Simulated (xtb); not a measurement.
CH2Cl, SMILES Cl[CH2] (connectivity only; charge and spin as stated), charge +1, multiplicity 1. All values are semi-empirical tight-binding results from xtb (GFN2-xTB unless named), good for trends rather than for accurate numbers. Geometry: GFN2-xTB. The multiplicity is an assumed one; other spin states were not compared. The isomer is the one that the SMILES or the coordinates give; other isomers of the formula were not compared.

Optimised geometry:

Bonds (Å): C1–Cl2 1.572, C1–H3 1.098, C1–H4 1.098. Angles (°): Cl2–C1–H3 121.4, Cl2–C1–H4 121.4, H3–C1–H4 117.2.
Charge +1, spin multiplicity 1.

| Item | Value |
|---|---|
| point group as xtb finds it | C2v |
| orbital gap | 2.02 eV |
| zero-point energy | 14.4 kcal/mol |
| G − E(el) at 298.15 K (modified RRHO) | 0.4 kcal/mol |
| static polarisability (D4 model) | 25.6 bohr³ |
| solvation energy, GFN2-xTB/ALPB(water) | -68.9 kcal/mol |
| solvation energy, GFN2-xTB/ALPB(dmf) | -58.7 kcal/mol |

Task: Give the atomic charges and the Wiberg bond orders between heavy atoms. (Estimate from the structure and the level; the computed values follow.)

Result: charges (e) C1 0.08, Cl2 0.44, H3 0.24, H4 0.24. Bond orders C1–Cl2 1.86.
